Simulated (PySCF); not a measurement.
## Pd⁺ (palladium, charge +1) across methods

[Kr] 4d8 5s1, high-spin 4F determinant (an excited configuration). Computed with PySCF 2.14 in def2-QZVPPD with the def2 core potential (28 electrons) (7s5p4d4f2g, 88 functions), with a scalar-relativistic core potential.

```csv
method,E (hartree),mean ε 4d α (eV),mean ε 4d β (eV),mean ε 5s α (eV),Σ⟨r²⟩ (bohr²),⟨S²⟩
LDA,-127.1852,-18.793,-17.228,-13.432,37.10,3.750
LC-wPBE,-127.4686,-23.325,-21.829,-16.051,36.85,3.751
r2SCAN,-127.4952,-19.054,-17.408,-13.376,36.75,3.752
r2SCANh,-127.4816,-19.812,-18.147,-13.650,36.74,3.752
UHF,-126.71716,-25.836,-23.831,-15.252,37.17,3.754
PBE,-127.4568,-18.621,-17.133,-13.117,37.04,3.751
r2SCAN0,-127.4615,-20.959,-19.263,-14.058,36.73,3.752
PBE0,-127.4445,-20.630,-19.029,-13.803,36.91,3.751
```

(1) Estimate the same row for M06.

Energies and moments cover only the electrons outside the core potential.

## Answers

(1) E (hartree) = -127.4324; mean ε 4d α (eV) = -20.685; mean ε 4d β (eV) = -19.020; mean ε 5s α (eV) = -13.676; Σ⟨r²⟩ (bohr²) = 36.91; ⟨S²⟩ = 3.752.
